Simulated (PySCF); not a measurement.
Cl2W, SMILES [Cl][W][Cl] (connectivity only; charge and spin as stated), neutral, multiplicity 5.

Geometry: PBE-D3(BJ)/def2-TZVP. The multiplicity is an assumed one; other spin states were not compared. The def2 effective core potentials stand for the cores of W; spin–orbit coupling is left out.

Method: PBE-D3(BJ)/def2-TZVP run with PySCF.

Frequencies are harmonic and unscaled.

```json
[
 {"mode": "1", "ν (cm⁻¹)": "64", "IR (km/mol)": "1.2", "moving atoms (share of kinetic energy)": "Cl 78 %, W 22 %"},
 {"mode": "2", "ν (cm⁻¹)": "379", "IR (km/mol)": "6.9", "moving atoms (share of kinetic energy)": "Cl 95 %"},
 {"mode": "3", "ν (cm⁻¹)": "388", "IR (km/mol)": "88.0", "moving atoms (share of kinetic energy)": "Cl 75 %, W 25 %"}
]
```
